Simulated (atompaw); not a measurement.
How hard is this Tm (Z = 69) PAW (atompaw) potential?

Tm, PAW, made with atompaw 4.2.0.5 (PBE, scalar-relativistic). Core [Kr], reference 4d10 4f13 5s2 5p6 5d0 6s1 6p1. Waves: 5s (bound): rc 1.85 bohr; 6s (bound): rc 2.30 bohr; 5p (bound): rc 2.25 bohr; 6p (bound): rc 2.30 bohr; 4d (bound): rc 0.95 bohr; 5d (bound, empty): rc 2.30 bohr; 4f (bound): rc 0.75 bohr; 4f channel at 0.3 Ry: rc 0.75 bohr. Local part: bessel scheme, radius 1.95 bohr. Core correction: smooth core density matched at 1.90 bohr. Augmentation charge: besselshape compensation charge, radius 1.70 bohr; PAW radius 2.30 bohr; waves and projectors: custom polynom vanderbiltortho.

The pseudo-atom Hamiltonian at the reference potential is diagonalised in spherical Bessel functions j_l(qr) that vanish at 20 bohr, with q² up to the cutoff. All-electron valence levels (Ry): 5s -4.0409, 6s -0.3492, 5p -2.0941, 6p -0.1317, 4d -12.7258, 5d -0.1365, 4f -0.3409.

**Question.** How do the lowest levels (Ry) of each channel move with the cutoff, and are there ghosts?

**Answer.**

```json
{"cutoff (Ry)": "8", "s #1": "-3.9720", "s #2": "-0.3475", "s #3": "-0.0280", "p #1": "-1.9752", "p #2": "-0.1251", "d #1": "-0.1122", "d #2": "0.0319", "f #1": "0.0740", "f #2": "0.1843", "Σ f·Δε (mRy)": "132375.8"}
{"cutoff (Ry)": "18", "s #1": "-4.0404", "s #2": "-0.3491", "s #3": "-0.0283", "p #1": "-2.0930", "p #2": "-0.1316", "d #1": "-0.1366", "d #2": "0.0282", "f #1": "0.0740", "f #2": "0.1842", "Σ f·Δε (mRy)": "131280.5"}
{"cutoff (Ry)": "35", "s #1": "-4.0409", "s #2": "-0.3492", "s #3": "-0.0283", "p #1": "-2.0940", "p #2": "-0.1317", "d #1": "-5.7951", "d #2": "-0.1365", "f #1": "0.0740", "f #2": "0.1841", "Σ f·Δε (mRy)": "74687.2"}
{"cutoff (Ry)": "55", "s #1": "-4.0409", "s #2": "-0.3492", "s #3": "-0.0283", "p #1": "-2.0941", "p #2": "-0.1317", "d #1": "-11.0924", "d #2": "-0.1365", "f #1": "0.0740", "f #2": "0.1841", "Σ f·Δε (mRy)": "21714.3"}
{"cutoff (Ry)": "90", "s #1": "-4.0409", "s #2": "-0.3492", "s #3": "-0.0283", "p #1": "-2.0941", "p #2": "-0.1317", "d #1": "-12.6648", "d #2": "-0.1365", "f #1": "0.0740", "f #2": "0.1840", "Σ f·Δε (mRy)": "5989.7"}
{"cutoff (Ry)": "140", "s #1": "-4.0409", "s #2": "-0.3492", "s #3": "-0.0283", "p #1": "-2.0941", "p #2": "-0.1317", "d #1": "-12.7133", "d #2": "-0.1365", "f #1": "0.0277", "f #2": "0.0748", "Σ f·Δε (mRy)": "4903.6"}
{"cutoff (Ry)": "230", "s #1": "-4.0409", "s #2": "-0.3492", "s #3": "-0.0283", "p #1": "-2.0941", "p #2": "-0.1317", "d #1": "-12.7248", "d #2": "-0.1365", "f #1": "-0.3271", "f #2": "0.0741", "Σ f·Δε (mRy)": "176.7"}
{"cutoff (Ry)": "400", "s #1": "-4.0409", "s #2": "-0.3492", "s #3": "-0.0283", "p #1": "-2.0941", "p #2": "-0.1317", "d #1": "-12.7257", "d #2": "-0.1365", "f #1": "-0.3400", "f #2": "0.0741", "Σ f·Δε (mRy)": "0.0"}
```

Result: no extra level below or beside the all-electron valence levels (s, p, d, f tested); 10 mRy is reached at over 300 Ry and 1 mRy at over 300 Ry.
